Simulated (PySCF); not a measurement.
**Dipole moment and polarisability of AlMe2(OtBu)**

Species: AlMe2(OtBu), C₆H₁₅AlO.
Cartesian coordinates in Å at the PBE0-D3(BJ)/def2-SVP level; atoms count from 1:
```xyz
23
C6H15AlO angstrom
Al     0.6754    1.3096    0.8139
C      2.5224    0.6833    0.9862
H      3.1191    1.3247    1.6546
H      3.0275    0.6734    0.0048
H      2.5740   -0.3479    1.3739
C      0.0369    3.0408    1.4456
H     -0.8710    2.9286    2.0614
H     -0.2440    3.6840    0.5940
H      0.7868    3.5862    2.0401
O     -0.5129    0.3476    0.0595
C     -0.7573   -0.8661   -0.5985
C      0.5078   -1.3582   -1.3020
C     -1.2179   -1.8908    0.4374
C     -1.8628   -0.6165   -1.6229
H      0.3243   -2.2971   -1.8460
H      0.8572   -0.6067   -2.0277
H      1.3152   -1.5374   -0.5754
H     -0.4258   -2.0623    1.1833
H     -1.4649   -2.8566   -0.0295
H     -2.1094   -1.5175    0.9631
H     -1.5358    0.1409   -2.3512
H     -2.7630   -0.2362   -1.1180
H     -2.1245   -1.5360   -2.1685
```

Level: CAM-B3LYP/def2-SVPD (PySCF), static field, nuclei fixed, core orbitals frozen in the response. The polarisability tensor in these axes (au):

```
x   105.31   0.92   4.07
y     0.92 106.58   7.60
z     4.07   7.60  95.73
```

What are the eigenvalues, a third of the trace, and Δα (Δα² = ½Σ(αi − αj)² over the three pairs)?

Principal values 91.08, 104.83 and 111.72 au; mean 102.54 au = 15.19 Å³ = 16.91 × 10⁻⁴⁰ C²·m²/J; Δα = 18.20 au (18 % of the mean).

What is the dipole moment, and where does it point?

(0.56, -0.52, -0.12) D, 0.77 D in size, pointing from the negative to the positive side. Measured along this direction, the outermost atoms are H7 at the negative end and H17 and H15 at the positive end.

Molar refractivity from α?

Lorentz–Lorenz: R = (4π/3)N_A α = 2.5225 cm³/(mol·Å³) × 15.19 Å³ = 38.3 cm³/mol, in the limit of long wavelengths.

In TDDFT the mean static polarisability is Σ f/ω² over all singlet excitations (ω in hartree). How much of it do the 15 lowest give? Their energies (eV) and oscillator strengths: 6.03, 0.0009; 6.46, 0.1278; 7.04, 0.0237; 7.07, 0.0074; 7.19, 0.0188; 7.28, 0.1136; 7.90, 0.0542; 8.06, 0.0039; 8.24, 0.0062; 8.32, 0.0264; 8.41, 0.0151; 8.57, 0.0241; 8.62, 0.0019; 8.64, 0.0007; 8.73, 0.0049.

They add up to 6.12 au, 6.0 % of the 102.54 au; the largest single term is 2.27 au, from the state at 6.46 eV. Terms in order: 0.02, 2.27, 0.35, 0.11, 0.27, 1.59, 0.64, 0.04, 0.07, 0.28, 0.16, 0.24, 0.02, 0.01, 0.05 au. Higher excitations give the rest. The strengths listed sum to 0.429.

What depolarisation ratio follows for Rayleigh scattering of linearly polarised light, taking the static tensor?

ρ = 3Δα²/(45ᾱ² + 4Δα²) = 993.8/(473155 + 1325.1) = 0.00209.

Find the Langevin capture rate constant for NH4+ (18.034 u) meeting this molecule (130.094 u), k = 2.342 × 10⁻⁹ cm³/s × √(α in Å³ / reduced mass in u).

The reduced mass is 15.84 u, so k = 2.29 × 10⁻⁹ cm³/s. The formula leaves out the permanent dipole, which adds to the capture rate.

Give the principal axes and the span of the nuclei along them.

Largest value along (0.41, 0.78, 0.47), where the nuclei span 7.18 Å; middle along (0.88, -0.47, 0.00), 4.76 Å; least along (-0.22, -0.42, 0.88), 3.78 Å. The response follows the extents in order.

Isolated species at its PBE0-D3(BJ)/def2-SVP geometry (one conformer only).
